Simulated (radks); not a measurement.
Valence configurations of K (all share [Ar]). All-electron calculation, scalar-relativistic Kohn-Sham, PBE, spin-polarised, spherical densities, point nucleus; open shells are filled with parallel spins first. Program: a radial shooting solver on a logarithmic mesh with Libxc functionals. Energies are relative to 4s1; eigenvalues in eV for spin up.

valence      E (eV)  moment (Bohr magnetons)   e(3d)   e(4p)   e(4s)
4s1           0.000                        1       -       -  -2.543
4s0.5 4p0.5   0.791                        1       -  -1.269  -2.853
3d0.5 4s0.5   1.268                        1  -0.419       -  -2.983
4p1           1.578                        1       -  -1.546       -
3d1           2.529                        1  -0.697       -       -

NIST lists [Ar] 4s1 as the ground configuration; this level of theory agrees among the configurations tried. The energies are those of spherical high-spin densities, not of single terms.
